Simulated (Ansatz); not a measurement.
`N#C[SiH](F)F` → `F[Si]F` + `C#N` at 600 K and 1 bar (silylene formation by 1,1-elimination).

Isolated molecules relaxed with PBE0-D4/def2-TZVP in Ansatz; ΔE leaves out vibrations. CCSD(T)/CBS is extrapolated from def2-TZVPP and def2-QZVPP, frozen cores.

| species | CCSD(T)/CBS energy (Eh) | H − E (kJ/mol) | S (J/(mol·K)) |
| --- | --- | --- | --- |
| `N#C[SiH](F)F` | -582.13764 | 107.3 | 380.4 |
| `F[Si]F` | -488.75390 | 38.5 | 291.1 |
| `C#N` | -93.31667 | 64.3 | 228.4 |

H − E and S are ideal-gas, rigid-rotor, harmonic terms from PBE0-D4/def2-TZVP. 1 Eh = 2625.50 kJ/mol, R = 8.31446 J/(mol·K).

**Question.** By hand: ΔE, ΔH, ΔS and ΔG.

**Answer.** ΔE = (-488.75390) + (-93.31667) − (-582.13764) = 0.06707 Eh = 176.1 kJ/mol. Δ(H − E) = 38.5 + 64.3 − 107.3 = -4.5, so ΔH = 171.6 kJ/mol. ΔS = 291.1 + 228.4 − 380.4 = 139.1 J/(mol·K). ΔG = 171.6 − 600 × (139.1)/1000 = 88.1 kJ/mol.

**Question.** By hand: the equilibrium constant, and the temperature at which ΔG would vanish if ΔH and ΔS stayed fixed.

**Answer.** log₁₀ K = −ΔG/(RT ln 10) = -7.7. ΔG = 0 at ΔH/ΔS = 1234 K.

The number of gas molecules changes by +1, which sets the sign of ΔS. A doubt of 5 kJ/mol in ΔE shifts log₁₀ K by 0.4 here. These are equilibria of isolated gas molecules and say nothing of rates. Largest T1 diagnostic: 0.015 (customary marks: 0.02 for closed shells, 0.045 for open ones).
